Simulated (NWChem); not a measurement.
# Basis-set convergence for ClFSn

```xyz
3

Sn    -0.5017     0.2324     0.0000
F      0.7984     1.6903     0.0000
Cl     1.0529    -1.5783     0.0000
```
Charge 0, spin multiplicity 1.

All runs are NWChem calculations. All single points use one geometry, from PBE0/def2-SVP with def2 effective core potentials on Sn, a minimum by its harmonic frequencies.

Quantity: vertical ionisation energy at the level ΔPBE (Δ: difference of total energies, the cation a doublet at the parent's geometry with its hole in an orbital of symmetry a' (Cs labels); it is the state that the SCF runs reached, from PBE0 orbitals for Hartree-Fock references, and need not be the lowest).

Effective core potentials replace the inner electrons of Sn; spin-orbit coupling is left out. The structure started from a generated list of species. No SCF solution was tested for a lower state.

The cost column gives rough processor time relative to def2-SVP; each entry includes its own SCF.

**Question.** In def2-QZVP the value is 10.37 eV. Among def2-SVP, def2-SVPD, def2-TZVP, def2-TZVPP, def2-TZVPD, which is the smallest basis within 0.1 eV of it?

**Answer.** def2-TZVP, with 118 functions against 209 and about 3 % of the time (also within reach: def2-TZVPP, def2-TZVPD). def2-QZVP isn't the basis-set limit itself, and a small set can land close by cancellation.

| basis | functions | vertical ionisation energy (eV) | relative cost |
|---|---|---|---|
| def2-SVP | 58 | 10.22 | 1 |
| def2-SVPD | 82 | 10.49 | under 3 |
| def2-TZVP | 118 | 10.36 | 3 |
| def2-TZVPP | 123 | 10.36 | 3 |
| def2-TZVPD | 142 | 10.39 | 5 |
| def2-QZVP | 209 | 10.37 | 100 |
